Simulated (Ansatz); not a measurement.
Reaction (formal exchange of groups at a Ge–Si bond): `O=[CH][GeH2][SiH3]` + BH₃ → `[BH2][GeH2][CH]=O` + SiH₄

Computed with Ansatz on PBE0-D4/def2-TZVP structures; ΔE is electronic, products minus reactants. CBS: MP2 limit from def2 TZ/QZ plus the TZ coupled-cluster correction, frozen cores. This one scheme is used for every species. DFT in def2-TZVPP. B3LYP here is the variant with VWN-RPA as its local correlation; programs differ in this. For Ge outer-core shells are correlated without core-valence functions, which leaves a few kJ/mol of doubt a bond. Scalar relativity is left out up to krypton. Each species was taken in one conformer, which may not be the lowest.

Question: Is it downhill or uphill in electronic energy at CCSD(T)/CBS, and by how much? (An estimate is asked.)

Answer: Computed: Uphill: ΔE = +21.5 kJ/mol.

Question: What do these levels give: PBE-D4, PBE0-D4, B3LYP-D4, B2PLYP, r2SCAN, B3LYP, HF/def2-TZVPP, MP2/def2-TZVPP, CCSD(T)/def2-TZVPP, MP2/def2-QZVPP, HF/CBS(def2), MP2/CBS(def2)? (Best estimate.)

Answer: Ansatz gave: PBE-D4 17.8, PBE0-D4 23.1, B3LYP-D4 22.0, B2PLYP 21.1, r2SCAN 18.1, B3LYP 19.0, HF/def2-TZVPP 21.9, MP2/def2-TZVPP 23.9, CCSD(T)/def2-TZVPP 20.6, MP2/def2-QZVPP 24.6, HF/CBS(def2) 22.3, MP2/CBS(def2) 24.8 kJ/mol.

Largest T1 diagnostic among the species: 0.016.

From PBE to PBE0 (25 % exact exchange), in def2-TZVPP and without D4, ΔE moves by +5.4 kJ/mol. The D4 term adds +3.0 kJ/mol with B3LYP and +1.8 kJ/mol with PBE0; it sums over pairs of atoms, weighted by their polarisabilities, and B3LYP, whose exchange is more repulsive, gets the larger term.
